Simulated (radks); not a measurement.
The holmium ion Ho7+ is in [Kr] 4d10 4f7 5s2 5p5. Method: scalar-relativistic Kohn-Sham, BLYP, spin-polarised, spherical densities, finite nucleus; Fermi nuclear charge, rms radius of each element as measured or else 0.836 A^(1/3) + 0.57 fm; computed with a radial shooting solver on a logarithmic mesh with Libxc functionals. Open shells are filled with parallel spins first. One electron is removed from 4f, 5p, 4d, 5s in turn, with full relaxation. Which removal costs least, and what does each cost?

Answer. 5p 128.31 eV; 4f 138.51 eV; 5s 158.81 eV; 4d 292.26 eV. The 5p electron leaves first.
